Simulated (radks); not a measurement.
Values are calculated unless marked as measured or tabulated.
Spherical quantum dot in the effective-mass picture: electrons in a hard-walled sphere of radius 3.07, with a point charge +1 (a donor) at the centre, all in effective atomic units (hartree* = m*/eps^2 hartree, bohr* = eps/m* bohr), one dielectric constant everywhere. Level of theory: non-relativistic Kohn-Sham, LDA (Slater exchange, Perdew-Wang correlation), spin-polarised, spherical densities (a radial shooting solver with Libxc functionals). Levels are named by radial order and angular momentum (1s, 1p, 1d, 2s, ...), and open shells are averaged over m. Results are scaled to m* = 0.034 and eps = 6.1, for which hartree* = 24.86 meV and bohr* = 9.494 nm. Each electron was tried in the lowest free levels, single moves between levels near the top were tried too, and the lowest total energy was kept; such a search can miss a lower state. At N = 1 the Hartree and exchange-correlation terms need not cancel, so that row can carry a self-interaction error.

N,open shells,2S,mu = E(N) - E(N-1) (meV),addition energy mu(N+1) - mu(N) (meV),e(HOMO) (meV),rms radius (nm)
1,"1s(up 1, down 0)",1,-9.9462,16.69,-3.2430,12.47
2,none,0,6.7415,28.89,12.868,13.62
3,"1p(up 1, down 0)",1,35.636,10.31,40.709,15.46
4,"1p(up 2, down 0)",2,45.948,10.60,51.226,16.40
5,"1p(up 3, down 0)",3,56.546,13.52,61.876,17.01
6,"1p(up 3, down 1)",2,70.064,10.08,75.048,17.48
7,"1p(up 3, down 2)",1,80.140,10.29,85.263,17.84
8,none,0,90.426,25.34,95.599,18.14
9,"1d(up 1, down 0)",1,115.77,9.878,120.70,18.50
10,"1d(up 2, down 0)",2,125.65,9.931,130.61,18.80
11,"1d(up 3, down 0)",3,135.58,9.959,140.55,19.05
12,"1d(up 4, down 0)",4,145.54,9.974,150.52,19.26
13,"1d(up 5, down 0)",5,155.51,12.67,160.50,19.45
14,"1d(up 5, down 1)",4,168.18,9.722,173.03,19.62
15,"1d(up 5, down 2)",3,177.90,9.772,182.78,19.77
16,"1d(up 5, down 3)",2,187.68,9.803,192.57,19.91
17,"1d(up 5, down 4)",1,197.48,9.820,202.39,20.04
18,none,0,207.30,19.22,212.21,20.15
19,"2s(up 1, down 0)",1,226.52,16.37,233.20,20.09
20,none,0,242.89,12.12,249.64,20.00
21,"1f(up 1, down 0)",1,255.02,9.596,260.01,20.13
22,"1f(up 2, down 0)",2,264.61,9.152,270.37,20.25
23,"2s(up 1, down 0) 1f(up 4, down 0)",5,273.76,9.375,278.32,20.55
24,"2s(up 1, down 0) 1f(up 5, down 0)",6,283.14,9.634,287.96,20.64
25,"2s(up 1, down 0) 1f(up 6, down 0)",7,292.77,9.635,297.59,20.73
26,"2s(up 1, down 0) 1f(up 7, down 0)",8,302.41,12.25,307.23,20.82
27,"2s(up 1, down 0) 1f(up 7, down 1)",7,314.66,9.497,319.41,20.90
28,"2s(up 1, down 0) 1f(up 7, down 2)",6,324.16,9.511,328.91,20.97
29,"2s(up 1, down 0) 1f(up 7, down 3)",5,333.67,9.521,338.43,21.05
30,"2s(up 1, down 0) 1f(up 7, down 4)",4,343.19,9.528,347.95,21.12
31,"2s(up 1, down 0) 1f(up 7, down 5)",3,352.72,9.533,357.49,21.18
32,"2s(up 1, down 0) 1f(up 7, down 6)",2,362.25,-,367.02,21.24

All shells are closed at N = 2, 8, 18, 20 (there: 1s2 1p6 1d10 2s2); the second difference of the energy has clear peaks (12 % above both neighbours; the first and last values, which can be the largest, are not judged, and half-filled shells can peak too) at N = 2, 5, 8, 13, 18, 26.
